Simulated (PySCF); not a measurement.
**Electron correlation in As+ (arsenic, charge +1)**

[Ar] 3d10 4s2 4p2, high-spin 3P determinant. All numbers are calculated (PySCF 2.14, scalar relativity through the core potential, in cc-pVTZ-PP with ECP10MDF (5s4p3d1f, 39 functions)). Frozen: 3s2 3p6 3d10; 4 electrons correlated.

MP2 pair energies summed by pair of shells (mhartree):

```
 pair  energy  share (%)
4s-4p  -33.36       61.7
4s-4s  -15.42       28.5
4p-4p   -5.26        9.7
```

Total MP2 correlation energy: -54.04 mhartree.

Same-spin part -8.99 and opposite-spin part -45.05 mhartree; SCS-MP2 scales them by 1/3 and 6/5 to -57.06 mhartree.

| level | correlation energy (mhartree) |
| --- | --- |
| CCSD | -69.43 |
| (T) | -1.63 |
| CCSD(T) | -71.06 |

Diagnostics: T1 = 0.0075, D1 = 0.0196, largest double amplitude 0.091.

Cost of the coupled-cluster step: 0.51 s of wall time on 1 thread of Neoverse-N1 (shared host), for 4 correlated electrons.
